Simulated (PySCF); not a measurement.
Mean harmonic wavenumber (cm⁻¹) of eight silicon and germanium compounds: PBE-D3(BJ) beside PBE0-D3(BJ), computed with PySCF for isolated molecules in the bases named; differences from unrounded values. The eight are the first of their class met in an unordered collection, after screening for sound electronic states; none was chosen by its value. Each level has its own optimised geometry.

```
molecule                                           basis  PBE0-D3(BJ)
----------------------------------------------  --------  -----------
C3H6F2Si, SMILES F[SiH2][C@@H]1C[C@@H]1F        def2-SVP         1239
C2H12Si4, SMILES [SiH3][SiH]1C[SiH2][SiH2]C1    def2-SVP         1118
C3H12Si3, SMILES C=CC([SiH3])([SiH3])[SiH3]     def2-SVP         1148
CH10O2Si3, SMILES C([Si](O)([SiH3])[SiH3])O     def2-SVP         1119
CH12N2Si3, SMILES C[Si](N)(N)[SiH2][SiH3]       def2-SVP         1202
C3H12Si3, SMILES C1[C@H](C[SiH3])[SiH2][SiH2]1  def2-SVP         1202
CH8FNSi2, SMILES N[SiH2][SiH2]CF                def2-SVP         1202
C3H6FNSi, SMILES [SiH2](F)N1CC=C1               def2-SVP         1263
```

Problem. Estimate the PBE-D3(BJ) values and say how PBE-D3(BJ) differs from PBE0-D3(BJ) over the set. (Estimate from the structure and the level; the computed values follow.)

Solution. 
```tsv
molecule	PBE-D3(BJ)	difference
C3H6F2Si, SMILES F[SiH2][C@@H]1C[C@@H]1F	1194	-45
C2H12Si4, SMILES [SiH3][SiH]1C[SiH2][SiH2]C1	1083	-36
C3H12Si3, SMILES C=CC([SiH3])([SiH3])[SiH3]	1110	-38
CH10O2Si3, SMILES C([Si](O)([SiH3])[SiH3])O	1080	-40
CH12N2Si3, SMILES C[Si](N)(N)[SiH2][SiH3]	1165	-37
C3H12Si3, SMILES C1[C@H](C[SiH3])[SiH2][SiH2]1	1163	-39
CH8FNSi2, SMILES N[SiH2][SiH2]CF	1163	-39
C3H6FNSi, SMILES [SiH2](F)N1CC=C1	1217	-46
```
PBE-D3(BJ) lies below PBE0-D3(BJ) in 8 and above it in 0 of the eight; the mean signed difference is -40 and the largest -46 cm⁻¹.
